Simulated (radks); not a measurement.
All-electron atom: Pd2+ in [Kr] 4d8 (the NIST ground configuration). Method: scalar-relativistic Kohn-Sham, BP86, spin-polarised, spherical densities, point nucleus; open shells are filled with parallel spins first (spin-orbit coupling, left out, can overturn this in heavy ions); computed with a radial shooting solver on a logarithmic mesh with Libxc functionals.

X-ray form factor f0, the Fourier transform of the density (f0(0) = 44):

sin(theta)/lambda (1/angstrom)  f0 (electrons)
0.05                                    43.450
0.1                                     41.908
0.15                                    39.644
0.2                                     36.990
0.25                                    34.243
0.3                                     31.611
0.4                                     27.101
0.5                                     23.710
0.6                                     21.213
0.8                                     17.684
1                                       14.865
1.25                                    11.752
1.5                                      9.276
2                                        6.444
